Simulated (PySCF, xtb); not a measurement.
C3H5ClSi, SMILES C#C[Si@@H](C)Cl.

Harmonic wavenumbers (cm⁻¹) from GFN2-xTB (xtb) at its own minimum, in rising order: 96, 112, 135, 166, 282, 286, 464, 621, 624, 664, 683, 687, 764, 835, 840, 1376, 1478, 1481, 2207, 2234, 3032, 3035, 3048, 3355.

**Question.** What does PBE-D3(BJ)/def2-SVP (PySCF) give at its own minimum? (The exact figures need the calculation; the answer reports its results.)

**Answer.** 110, 143, 164, 188, 324, 327, 507, 615, 663, 696, 708, 730, 733, 829, 866, 1216, 1374, 1378, 2086, 2187, 2980, 3084, 3093, 3389. Paired by order, the mean absolute difference is 48 cm⁻¹ and the zero-point energies are 40.8 and 40.6 kcal/mol.
